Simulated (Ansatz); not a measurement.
A structure relaxed at PBE0-D4/def2-TZVP, charge 0, multiplicity 1:

```tsv
atom	x (Å)	y (Å)	z (Å)
C1	-1.544	1.035	1.655
Si2	-1.286	-0.311	0.367
B3	0.540	-0.313	-0.521
C4	0.964	-1.551	-1.374
C5	1.503	0.909	-0.380
H6	-2.553	0.999	2.073
H7	-0.835	0.925	2.479
H8	-1.396	2.024	1.215
H9	-2.312	-0.156	-0.713
H10	-1.552	-1.646	0.988
H11	1.480	-2.213	-0.659
H12	1.695	-1.325	-2.156
H13	0.147	-2.144	-1.791
H14	2.549	0.694	-0.620
H15	1.155	1.631	-1.137
H16	1.444	1.440	0.573
```

Problem. Give its formula and SMILES.

Solution. C3H11BSi, `C[SiH2]B(C)C`.

Problem. Point group (tolerance 0.08 Å, 0.16 Å for H)?

Solution. C1.

Problem. Summarise the bond lengths by kind.

Solution. 1 × C–Si 1.880 Å; 9 × C–H 1.092 to 1.103 Å; 1 × B–Si 2.030 Å; 2 × H–Si 1.496 to 1.498 Å; 2 × B–C 1.562 Å.

Results of the Gaussian-basis code of Ansatz.
